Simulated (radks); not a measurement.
The numbers below are computed, except where a source is named.
Question: Valence configurations of N2+ (all share [He]). Code: a radial shooting solver on a logarithmic mesh with Libxc functionals. Model: non-relativistic Kohn-Sham, PBE, spin-unpolarised, spherical densities, point nucleus. Order these by energy: 2s1.5 2p1.5; 2s0.5 2p2.5; 2s1 2p2; 2s2 2p1; 2p3.

Answer: From the lowest, in eV above it: 2s2 2p1 0.000; 2s1.5 2p1.5 5.810; 2s1 2p2 11.630; 2s0.5 2p2.5 17.459; 2p3 23.296. NIST lists [He] 2s2 2p1 as the ground configuration; this level of theory agrees among the configurations tried. The energies are those of spherical spin-averaged densities, not of single terms.
